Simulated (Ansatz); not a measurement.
A structure relaxed at PBE0-D4/def2-TZVP in Ansatz, charge 1, doublet:

Cartesian coordinates in Å:
```
Au -0.657 -1.747 2.712
Au -0.245 -0.124 0.636
Au -0.283 0.843 -1.946
H -0.370 1.316 -0.261
H 1.044 1.167 -2.749
H 0.511 -1.456 1.608
```

Give its formula.

the cluster H₃Au₃⁺.

Summarise the bond lengths by kind (pairs closer than 1.2 times the sum of covalent radii, bridged metal pairs left out).

5 × Au–H 1.58 to 1.81 Å.

In the def2 sets Au takes a core potential; there is no spin–orbit coupling. The structure comes from a short search, and lower isomers may exist.
